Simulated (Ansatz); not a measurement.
A nudged elastic band was laid between two geometries of Cl4Ge + H (6 atoms, charge 0, multiplicity 2).

Method: UKS PBE0-D4/def2-SVP (Ansatz).

```yaml
movable_images: 5
climbing_image: yes
spring: 5.0 eV/Å²
optimiser: quadratic models (default)
start_path: through a guess of the saddle point
force_threshold: 0.03 eV/Å
iteration_limit: 60
end_points: relaxed
```

Initial state:

```xyz
6
Properties=species:S:1:pos:R:3
Ge 0.003 0.000 -0.176
Cl 0.019 0.000 1.949
Cl 2.004 0.000 -0.894
Cl -1.002 1.738 -0.875
Cl -1.002 -1.738 -0.875
H -0.021 0.000 5.263
```

Final state:

```xyz
6
Properties=species:S:1:pos:R:3
Ge -0.101 0.000 -0.037
Cl 0.829 0.000 3.217
Cl 1.907 0.000 -0.849
Cl -1.125 1.758 -0.795
Cl -1.125 -1.758 -0.795
H -0.384 0.000 3.650
```

Which bonds break or form, and what moves?

Bonds broken: Ge1–Cl2. Bonds formed: Cl2–H6. Cl4Ge + H becomes Cl3Ge + ClH.

Give the energies along the band, and the barrier.

The run converged. The highest image is number 2 of 0 to 6, 31.8 kJ/mol above the first end and 94.1 kJ/mol above the last; the last end lies 62.3 kJ/mol below the first. A vibrational analysis at the climbing image gives one clearly imaginary mode, 872i cm⁻¹: a first-order saddle point.

| image | path coordinate (Å) | energy (kJ/mol) | Ge1–Cl2 (Å) | Cl2–H6 (Å) |
| --- | --- | --- | --- | --- |
| 0 | 0.00 | 0.0 | 2.12 | 3.31 |
| 1 | 0.69 | 3.0 | 2.13 | 2.56 |
| 2 | 1.38 | 31.8 | 2.26 | 1.70 |
| 3 | 1.90 | -43.3 | 2.84 | 1.30 |
| 4 | 2.42 | -54.9 | 3.21 | 1.29 |
| 5 | 2.94 | -60.3 | 3.43 | 1.29 |
| 6 | 3.46 | -62.3 | 3.38 | 1.29 |

What is the geometry of the highest image?


```xyz
6
Properties=species:S:1:pos:R:3
Ge -0.005 0.000 0.054
Cl -0.015 0.000 2.314
Cl 2.014 0.000 -0.647
Cl -1.005 1.743 -0.673
Cl -1.005 -1.743 -0.673
H 0.018 0.000 4.018
```

What are the harmonic wavenumbers there?

872i, 94, 95, 138, 138, 160, 223, 223, 400, 450, 455, 455 cm⁻¹.

The run took 2.3 min on 4 threads of Intel(R) Xeon(R) Platinum 8223CL CPU @ 3.00GHz (Skylake/Cascade Lake), with other jobs on the host, peak memory 0.48 GiB.
